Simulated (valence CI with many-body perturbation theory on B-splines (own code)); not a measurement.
**Level structure of Ho⁴⁶⁺**

Calculated by valence CI with perturbative core correlation (CI+MBPT): three valence electrons over a frozen Dirac-Fock core [Ar], radial functions for each j: 7 s, 7 p, 8 d, 6 f, 4 g, 1 h, with the one-electron correlation potential Σ1, the two-electron term Σ2, the three-electron term Σ3, Breit, model QED; selected CI, second order for the rest, scaled by the run's own slope (own B-spline code, finite nucleus).

The last digits are not significant, and no measured levels were compared; by estimate large intervals hold to a few tenths of a per cent, small ones and those within an open d or f shell to about a per cent. Only levels of the ground parity were solved; by the run's estimate the other parity begins above the list, which can be wrong where configurations are misplaced.

Levels 1 to 19 of 19, with energies above the lowest level, (3d3/2^3) J=3/2. "Leading %" is the weight of the configuration and term that name the level; weights of strongly mixed levels are sums over their largest components and can fall short, so below about 35 % the name and the second component can differ from the true leading terms, or belong to a minority configuration. In the jj column 3d3/2^4 stands for four electrons in 3d with j = 3/2.

```csv
No.,Configuration,Term,J,E (eV),Leading %,Second component,g,Leading jj
1,3d3,4F,3/2,0.00,48,37 % 3d3 2D,0.693,3d3/2^3 (98 %)
2,3d3,4F,5/2,38.70,84,14 % 3d3 2D,1.049,3d3/2^2 3d5/2 (98 %)
3,3d3,4P,3/2,44.58,39,30 % 3d3 4F,1.188,3d3/2^2 3d5/2 (98 %)
4,3d3,2G,7/2,47.35,47,37 % 3d3 4F,1.048,3d3/2^2 3d5/2 (95 %)
5,3d3,2H,9/2,47.85,43,42 % 3d3 2G,1.045,3d3/2^2 3d5/2 (99 %)
6,3d3,4P,1/2,49.15,59,41 % 3d3 2P,1.835,3d3/2^2 3d5/2 (100 %)
7,3d3,4P,5/2,68.41,42,37 % 3d3 2D,1.285,3d3/2^2 3d5/2 (91 %)
8,3d3,4F,7/2,85.46,61,36 % 3d3 2G,1.101,3d3/2 3d5/2^2 (97 %)
9,3d3,4F,9/2,89.22,52,42 % 3d3 2H,1.132,3d3/2 3d5/2^2 (96 %)
10,3d3,4P,3/2,93.77,41,39 % 3d3 2D,1.120,3d3/2 3d5/2^2 (99 %)
11,3d3,2P,1/2,96.30,59,41 % 3d3 4P,1.484,3d3/2 3d5/2^2 (100 %)
12,3d3,2H,11/2,97.87,100,,1.082,3d3/2 3d5/2^2 (100 %)
13,3d3,2D,5/2,98.59,48,29 % 3d3 4P,1.247,3d3/2 3d5/2^2 (91 %)
14,3d3,2F,5/2,104.99,43,39 % 3d3 2D,1.105,3d3/2 3d5/2^2 (97 %)
15,3d3,2F,7/2,106.28,82,16 % 3d3 2G,1.093,3d3/2 3d5/2^2 (98 %)
16,3d3,2D,3/2,122.42,70,24 % 3d3 2P,0.937,3d3/2 3d5/2^2 (90 %)
17,3d3,2G,9/2,135.61,52,34 % 3d3 4F,1.149,3d5/2^3 (98 %)
18,3d3,2D,3/2,148.60,52,34 % 3d3 2P,1.082,3d5/2^3 (90 %)
19,3d3,2D,5/2,157.37,61,23 % 3d3 2F,1.156,3d5/2^3 (95 %)
```

The ionisation energy to 3d2 3F_2 of the next ion comes out as 3880.5 eV (NIST: 3880 ± 4 eV (theoretical)). All 19 levels together are meant to be complete up to 163.67 eV.
